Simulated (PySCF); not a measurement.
# Calculated NMR parameters of S=[PH]1Cc2ccccc2C1

```yaml
Formula: C8H9PS
SMILES: S=[PH]1Cc2ccccc2C1
Point_group_of_the_computed_structure: Cs
Carbon_signals: 4
Proton_signals: 5
```

Atom-mapped SMILES (the numbers label the heavy atoms): `[S:1]=[PH:2]1[CH2:3][c:4]2[cH:5][cH:6][cH:7][cH:8][c:9]2[CH2:10]1`. Hydrogens are named by the atom that carries them. Ha(C3), Ha(C10) are cis to S1 on the ring; Hb(C3), Hb(C10) are trans to S1 on the ring.

One conformer, no relativistic terms, rapidly exchanging positions averaged, isolated molecule. Geometry: PBE0-D3(BJ)/def2-SVP; GIAO B97-2/pcSseg-1 shieldings; PySCF 2.14.

δ = σ(ref) − σ, references computed at the same level: $^{1}$H, $^{13}$C against TMS; $^{31}$P vs H3PO4; $^{33}$S vs CS2.

| carbon | δC, type | δH (multiplicity) | HMBC from (2–3 bonds) | span of the C tensor (ppm) |
| --- | --- | --- | --- | --- |
| C3/C10 | 41.7, CH2 | Hb(C3) 3.02 (m); Ha(C3) 2.91 (m) | H(C5)/H(C8), H(P2), Hb(C3)/Hb(C10), Ha(C3)/Ha(C10) | 54 |
| C4/C9 | 138.0, C | – | H(C6)/H(C7), H(C5)/H(C8), H(P2), Hb(C3)/Hb(C10), Ha(C3)/Ha(C10) | 206 |
| C5/C8 | 129.3, CH | 7.26 (m) | H(C6)/H(C7), Hb(C3)/Hb(C10), Ha(C3)/Ha(C10) | 213 |
| C6/C7 | 130.5, CH | 7.28 (m) | H(C6)/H(C7), H(C5)/H(C8) | 226 |

Other nuclei:
| atoms | nucleus | environment | δ (ppm) | σ (ppm) |
| --- | --- | --- | --- | --- |
| H(P2) | $^{1}$H | hydrogen on a phosphorus bonded to 2 C, S, in a 5-membered ring | 6.87 | 24.51 |
| P2 | $^{31}$P | phosphorus bonded to 2 C, S, H, in a 5-membered ring | 18.1 | 298.0 |
| S1 | $^{33}$S | sulfur bonded to P | -248 | 748.0 |

δC 138.0: substituted aromatic carbon. δC 130.5, 129.3: aromatic CH; the aromatic region. δC 41.7: sp3 CH2 bonded to P, on an aromatic ring. δH 7.28, 7.26: hydrogen on an aromatic CH; it sits in the deshielding region of the aromatic ring current. δH 3.02, 2.91: hydrogen on an sp3 CH2 bonded to P, on an aromatic ring; benzylic-type position, deshielded by the ring.

Splittings by $^{31}$P in the carbon and heteronuclear signals aren't shown, as no couplings were computed. Shifts are as computed. Against solution values, carbons near 30 ppm lie about +1 ppm off and those near 130 ppm about +2 ppm. Of 1211 compounds with measured shifts, 218 miss one by over three times the rms of a fit or turn the order of signals round; such compounds aren't used in these exercises. Experimental scales use liquid or dissolved standards, which lie at an offset from isolated H3PO4. No couplings were computed; multiplicities are counted from neighbouring protons, with m where these are inequivalent, close in shift, in a saturated or five-membered ring or joined by F or P, and br s for small geminal =CH2 splittings.
